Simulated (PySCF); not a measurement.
## Polarisability and C₆ of Cr²⁺ (chromium, charge +2)

[Ar] 3d4, high-spin 5D determinant. Computed with PySCF 2.14 in ANO-RCC-VTZP (6s5p3d2f1g, 59 functions), with scalar relativity by spin-free X2C-1e. Coupled (time-dependent) response in atomic units; α is the mean over directions. The basis has no added diffuse functions, which lowers α and C₆.

| method | mean α (bohr³) | α xx, yy, zz | C₆ (like pair) | S(−4) |
| --- | --- | --- | --- | --- |
| UHF | 3.479 | 3.261, 3.261, 3.915 | 10.46 | 6.561 |
| PBE | 4.422 | 4.111, 4.111, 5.044 | 13.28 | 15.34 |
| PBE0 | 4.065 | 3.790, 3.790, 4.616 | 12.23 | 11.45 |

S(−4) is the Cauchy moment in α(ω) = α(0) + S(−4) ω² + …

α(iu) at PBE:

| u (hartree) | α(iu) (bohr³) |
| --- | --- |
| 0 | 4.422 |
| 0.0500 | 4.384 |
| 0.100 | 4.278 |
| 0.200 | 3.935 |
| 0.300 | 3.546 |
| 0.500 | 2.909 |
| 0.750 | 2.387 |
| 1.00 | 2.022 |
| 1.50 | 1.499 |
| 2.00 | 1.135 |
| 3.00 | 0.6929 |
| 5.00 | 0.3248 |

A single London oscillator, α(iu) = α/(1 + u²/ω²), gives C₆ = (3/4) ω α². Matching the computed C₆ needs ω = 4 × 13.28 / (3 × 4.422²) = 0.906 hartree.

For an ion, C₆ is the dispersion term alone; charge-induced terms of lower order in 1/R come first.

The components differ because the open shell of this determinant is not spherical; for a pure term their mean is the scalar polarisability.
